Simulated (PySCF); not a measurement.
**Dipole response of Os+ (osmium, charge +1)**

[Xe] 4f14 5d6 6s1, high-spin 6D determinant. All numbers are calculated (PySCF 2.14, scalar relativity through the core potential, in aug-cc-pVQZ-PP with ECP60MDF (7s7p6d4f3g2h, 135 functions)). Coupled (time-dependent) response in atomic units; α is the mean over directions.

| method | mean α (bohr³) | α xx, yy, zz | C₆ (like pair) | S(−4) |
| --- | --- | --- | --- | --- |
| MN15 | 28.07 | 28.45, 28.45, 27.30 | 234.6 | 288.8 |

S(−4) is the Cauchy moment in α(ω) = α(0) + S(−4) ω² + …

Spin-orbit coupling is absent.

α(iu) at MN15:

| u (hartree) | α(iu) (bohr³) |
| --- | --- |
| 0 | 28.07 |
| 0.0500 | 27.37 |
| 0.100 | 25.54 |
| 0.200 | 20.63 |
| 0.300 | 16.31 |
| 0.500 | 10.89 |
| 0.750 | 7.400 |
| 1.00 | 5.444 |
| 1.50 | 3.348 |
| 2.00 | 2.273 |
| 3.00 | 1.237 |
| 5.00 | 0.5216 |

For an ion, C₆ is the dispersion term alone; charge-induced terms of lower order in 1/R come first.

The components differ because the open shell of this determinant is not spherical; for a pure term their mean is the scalar polarisability.

Energies and moments cover only the electrons outside the core potential. Spin-orbit coupling, absent here, splits the open shell strongly.
